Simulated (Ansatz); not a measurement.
Molecule: C$_{2}$H$_{11}$NSi$_{2}$, charge 0, multiplicity 1. 
Coordinates optimised at B3LYP-D3(BJ)/def2-TZVP (Ansatz, a quantum-chemistry and plane-wave program):
SMILES: [SiH](N[SiH3])(C)C
```xyz
16

Si    -0.8459    -0.0418    -0.6036
C     -1.9028     1.5025    -0.5686
C     -1.2846    -1.2034     0.7954
N      0.8361     0.3655    -0.4473
Si     2.0253    -0.2735     0.6297
H     -1.0931    -0.7284    -1.9017
H     -2.9581     1.2571    -0.7111
H     -1.6159     2.1951    -1.3636
H     -1.7987     2.0250     0.3849
H     -2.3316    -1.5046     0.7178
H     -0.6788    -2.1117     0.7731
H     -1.1453    -0.7264     1.7679
H      1.1956     1.0267    -1.1215
H      2.2239    -1.7351     0.4591
H      3.3062     0.4178     0.3505
H      1.6568    -0.0550     2.0501
```

Basis-set convergence of Hartree-Fock and CCSD correlation energies (hartree) with Ansatz. Correlated levels leave the core frozen unless marked. No spin-orbit coupling. No relativistic terms.

| basis | functions | E(HF) | E(corr, CCSD) |
|---|---|---|---|
| aug-cc-pV(D+d)Z | 232 | -714.55175 | -0.77932 |
| aug-cc-pV(T+d)Z | 501 | (withheld) | (withheld) |

Task: Complete the blanks.

Result: 
- aug-cc-pV(T+d)Z, E(HF): -714.61989
- aug-cc-pV(T+d)Z, E(corr, CCSD): -0.90636
